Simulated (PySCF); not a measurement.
## Telling isomers of C₈H₈FOP apart by NMR

Method: GFN2-xTB structure, PBE0/pcSseg-1 with gauge-including orbitals, in PySCF 2.14.0 with density-fitted response routines (gas phase, single conformer, non-relativistic Hamiltonian, equivalent nuclei averaged).

δ = σ(ref) − σ, references computed at the same level: ¹H and ¹³C vs TMS. Splittings of carbon signals by F and P are missing where no couplings were computed. Where no couplings were computed, multiplicities follow the n + 1 count of equivalent neighbours, and m marks all less simple cases (inequivalent or close neighbours, rings, F or P nearby). Shifts are as computed. Against solution values, carbons near 30 ppm lie about +3 ppm off and those near 130 ppm about +5 ppm. Of 1211 compounds with measured shifts, 218 miss one by over three times the rms of a fit or turn the order of signals round; such compounds aren't used in these exercises.

(1) Tabulate the signals of `C=C[P@@H](=O)c1ccccc1F`, `C=Cc1pc(F)oc1C1CC1`, `CC(=O)c1cpc(F)cc1C`, `CC(=O)c1cc(C)cpc1F` and their relative energies.

(2) What is the quickest way to tell C=Cc1pc(F)oc1C1CC1 from CC(=O)c1cc(C)cpc1F?

(3) What is the quickest way to tell CC(=O)c1cpc(F)cc1C from CC(=O)c1cc(C)cpc1F?

(4) What is the quickest way to tell C=Cc1pc(F)oc1C1CC1 from CC(=O)c1cpc(F)cc1C?

## Answers

(1) 
```json
{"SMILES": "C=C[P@@H](=O)c1ccccc1F", "carbon types": "2×C 5×CH 1×CH2", "δC": "171.9, 143.3, 140.2, 139.3, 139.3, 130.1, 127.3, 120.1", "δH": "8.28 (m, 1H), 8.15 (m, 1H), 7.80 (m, 1H), 7.64 (m, 1H), 7.32 (m, 1H), 6.97 (m, 1H), 6.69 (m, 1H), 6.67 (m, 1H)", "E rel. (kcal/mol)": "0.8"}
{"SMILES": "C=Cc1pc(F)oc1C1CC1", "carbon types": "3×C 2×CH 3×CH2", "δC": "207.4, 155.1, 141.0, 136.3, 121.2, 12.3, 10.9", "δH": "7.03 (m, 1H), 6.30 (m, 1H), 5.52 (m, 1H), 2.05 (m, 1H), 0.98 (m, 2H), 0.96 (m, 2H)", "E rel. (kcal/mol)": "40.7"}
{"SMILES": "CC(=O)c1cpc(F)cc1C", "carbon types": "4×C 2×CH 2×CH3", "δC": "212.7, 211.5, 160.5, 150.1, 146.9, 130.0, 34.6, 23.3", "δH": "8.72 (m, 1H), 7.69 (m, 1H), 2.62 (s, 3H), 2.52 (s, 3H)", "E rel. (kcal/mol)": "2.6"}
{"SMILES": "CC(=O)c1cc(C)cpc1F", "carbon types": "4×C 2×CH 2×CH3", "δC": "208.9, 202.8, 169.7, 145.6, 142.0, 136.3, 35.1, 27.0", "δH": "8.96 (m, 1H), 8.10 (m, 1H), 2.77 (s, 3H), 2.66 (s, 3H)", "E rel. (kcal/mol)": "0.0"}
```

Energies are electronic energies at PBE0/pcSseg-1 on these geometries, without zero-point or thermal terms, each for the one conformer computed, which needn't be the lowest.

(2) Count the carbon signals: 7 against 8. The first has a terminal =CH2 carbon at 121.2 ppm, the second a methyl carbon α to a carbonyl (CH3) at 35.1 ppm. Their most deshielded carbons lie at 207.4 and 208.9 ppm. In the proton spectra the most deshielded non-exchanging signals are 7.03 (m, 1H) and 8.96 (m, 1H).

(3) Both give the same number of carbon signals, with the same numbers of each carbon type, so the positions decide. The first has an aromatic CH at 130.0 ppm, the second an aromatic CH at 142.0 ppm. Their most deshielded carbons lie at 212.7 and 208.9 ppm.

(4) Count the carbon signals: 7 against 8. The first has a terminal =CH2 carbon at 121.2 ppm, the second a methyl carbon α to a carbonyl (CH3) at 34.6 ppm. Their most deshielded carbons lie at 207.4 and 212.7 ppm. In the proton spectra the most deshielded non-exchanging signals are 7.03 (m, 1H) and 8.72 (m, 1H).
